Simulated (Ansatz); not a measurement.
Abridged output of a molecular run in Ansatz:

```
Functional definition: HF
1466 factors; integrals over basis functions are off by at most 8.8e-4 eV
mean field evaluation 1: about -77286.2119 eV, gradient 3.8e1 eV
mean field evaluation 2: about -77286.4735 eV, gradient 3.8e1 eV
mean field evaluation 4: about -77289.6430 eV, gradient 3.3e0 eV
mean field evaluation 8: about -77289.6977 eV, gradient 2.3e-1 eV
mean field -77289.69805264 eV, -2840.3440145957 hartree, gradient 2.8e-6 eV, S^2 0.000000; 0 other end points of the search recorded, 0 dependent functions left out
20 core orbitals not correlated: weight in the atoms' cores, before any rotation towards them, 1.000 or more for the frozen orbitals, at most 0.000 for the correlated occupied ones
reference -77289.69805264 eV, -2840.3440145957 hartree; 18, 18 occupied and 209, 209 virtual orbitals, 1466 factors
second order -21.88806543 eV of doubles, -0.00000000 eV of singles
cycle   1  -22.29439011 eV  change   -4.1e-1 eV  update   1.1e-1
cycle   2  -22.95060773 eV  change   -6.6e-1 eV  update   3.2e-2
cycle   3  -23.05398502 eV  change   -1.0e-1 eV  update   1.5e-2
cycle   4  -23.04077474 eV  change    1.3e-2 eV  update   3.5e-3
cycle   5  -23.03968146 eV  change    1.1e-3 eV  update   1.5e-3
cycle   6  -23.03983312 eV  change   -1.5e-4 eV  update   4.4e-4
cycle   7  -23.03958446 eV  change    2.5e-4 eV  update   1.7e-4
cycle   8  -23.03958815 eV  change   -3.7e-6 eV  update   5.8e-5
cycle   9  -23.03961226 eV  change   -2.4e-5 eV  update   2.3e-5
perturbative correction -0.88645030 eV, -0.0325764478 hartree
Total energy: -77313.62411521 eV, -2841.2232811774 hartree
```

Its atoms:

Cartesian coordinates in Å:
```
O 2.367 0.380 0.354
Si 1.294 -0.285 -0.695
S -0.354 0.992 -1.139
Ge -1.791 0.179 0.355
H 2.025 0.754 1.168
H 0.741 -1.558 -0.156
H 2.055 -0.512 -1.940
H -2.954 1.177 0.405
H -2.276 -1.210 -0.082
H -1.108 0.083 1.730
```

(1) Which basis set was used?
A. def2-SVP
B. def2-QZVPP
C. cc-pV(Q+d)Z
D. def2-TZVPP

(2) Write the keys of the input that set method, charge and spin (a neutral closed shell needs none for the last two).

Results:

(1) D. It gives 247 functions.

(2) 
```yaml
correlation: {method: ccsd_t}
```
